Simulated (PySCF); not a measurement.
# Dipole response of Ar⁺ (argon, charge +1)

[Ne] 3s2 3p4 4s1, high-spin 4P determinant (an excited configuration). All numbers are calculated (PySCF 2.14, scalar relativity by spin-free X2C-1e, in aug-cc-pCVQZ-DK). Coupled (time-dependent) response in atomic units; α is the mean over directions.

```
method  mean α (bohr³)         α xx, yy, zz  C₆ (like pair)  S(−4)
 B3LYP           88.37  95.03, 75.05, 95.03           669.9   7921
```

S(−4) is the Cauchy moment in α(ω) = α(0) + S(−4) ω² + …

α(iu) at B3LYP:

```csv
u (hartree),α(iu) (bohr³)
0,88.37
0.0500,72.38
0.100,47.78
0.200,22.24
0.300,13.31
0.500,7.268
0.750,4.593
1.00,3.243
1.50,1.865
2.00,1.205
3.00,0.6253
5.00,0.2690
```

For an ion, C₆ is the dispersion term alone; charge-induced terms of lower order in 1/R come first.

The components differ because the open shell of this determinant is not spherical; for a pure term their mean is the scalar polarisability.

The outer electron is Rydberg-like, and this basis confines it to a smaller radius and binds it less than a complete one would.
